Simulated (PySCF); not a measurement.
Ionisation energy of Tm⁴²⁺ by level of theory

Tm⁴²⁺ [Ar] 3d9 (2D) → Tm⁴³⁺ [Ar] 3d8 (3F), as a difference of total energies. Computed with PySCF 2.14 in an even-tempered Gaussian basis (18 s from 8 bohr⁻², ratio 2.5; 13 p from 10 bohr⁻², ratio 2.5; 8 d from 10 bohr⁻², ratio 2.5; 4 f from 46 bohr⁻², ratio 2.7; 3 g from 69 bohr⁻², ratio 2.7), with scalar relativity by spin-free X2C-1e. Correlated levels: outer shells: [Ne] frozen; virtual orbitals above 40 to 60 times the deepest correlated orbital energy dropped. The calculations carry no spin-orbit coupling.

| method | ionisation energy (eV) |
| --- | --- |
| UHF | 3428.2 |
| LDA | 3428.7 |
| PBE | 3427.4 |
| PBE0 | 3428.2 |
| r2SCAN | 3427.1 |
| r2SCANh | 3427.4 |
| M06-L | 3429.1 |
| MP2 (outer shells) | 3430.0 |
| SCS-MP2 (outer shells) | 3429.7 |

Spin-orbit coupling is strong in these open shells (close to jj coupling). The scalar numbers leave it out and a first-order estimate fails, so it can dominate the gap to the real levels.

Breit and QED terms and the two-electron picture change are absent.

For comparison: 3409 ± 4 eV (theoretical estimate listed by NIST; NIST Atomic Spectra Database, ionization energies).
